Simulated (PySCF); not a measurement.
but-1-yne (C₄H₆), SMILES C#CCC. Atoms are numbered in the order given.

```xyz
10

C     -0.2629    -1.9673     0.0000
C      0.1616    -0.8327     0.0000
C      0.6455     0.5478     0.0000
C     -0.4844     1.5885     0.0000
H     -0.6329    -2.9748     0.0000
H      1.2941     0.6993     0.8810
H      1.2941     0.6993    -0.8810
H     -0.0693     2.6082     0.0000
H     -1.1227     1.4752    -0.8894
H     -1.1227     1.4752     0.8894
```
Charge 0, spin multiplicity 1.

The structure is a stationary point at B3LYP-D3(BJ)/def2-SVP.

All values below come from B3LYP-D3(BJ)/def2-SVP run with PySCF.

Frequencies are harmonic and unscaled.

Computed normal modes with their intensities:
```
mode  ν (cm⁻¹)  IR (km/mol)  Raman (Å⁴/amu)  depolarisation  moving atoms (share of kinetic energy)
----  --------  -----------  --------------  --------------  --------------------------------------
1          204          1.2             7.3            0.74                          C 73 %, H 27 %
2          227          0.6             2.1            0.75                          H 85 %, C 15 %
3          369          6.7             8.1            0.75                          C 61 %, H 39 %
4          523          7.7             4.0            0.59                          C 80 %, H 20 %
5          689         39.5             1.9            0.75                          H 78 %, C 22 %
6          698         36.2             2.3            0.74                          H 76 %, C 24 %
7          786          1.9             1.1            0.75                          H 84 %, C 16 %
8          856          0.1             5.0            0.21                          C 67 %, H 33 %
9         1032          0.0             5.3            0.49                          C 62 %, H 38 %
10        1083          2.5             4.3            0.18                          H 52 %, C 48 %
11        1093          0.5             0.1            0.75                          H 65 %, C 35 %
12        1273          0.0             6.4            0.75                          H 87 %, C 13 %
13        1341         11.7             9.1            0.48                          H 64 %, C 36 %
14        1396          0.6             3.4            0.50                          H 79 %, C 21 %
15        1447          2.6            22.5            0.69                                  H 93 %
16        1467          6.0            18.7            0.75                                  H 97 %
17        1479          3.1            10.2            0.71                                  H 95 %
18        2229          4.2           131.2            0.25                           C 91 %, H 9 %
19        3024         17.6           154.3            0.07                                  H 95 %
20        3038         24.6           134.3            0.01                                  H 97 %
21        3061          6.9           114.6            0.75                           H 91 %, C 9 %
22        3125         22.4            99.5            0.70                          H 90 %, C 10 %
23        3129         20.0            42.2            0.75                          H 90 %, C 10 %
24        3472         65.7            34.9            0.23                          H 86 %, C 14 %
```
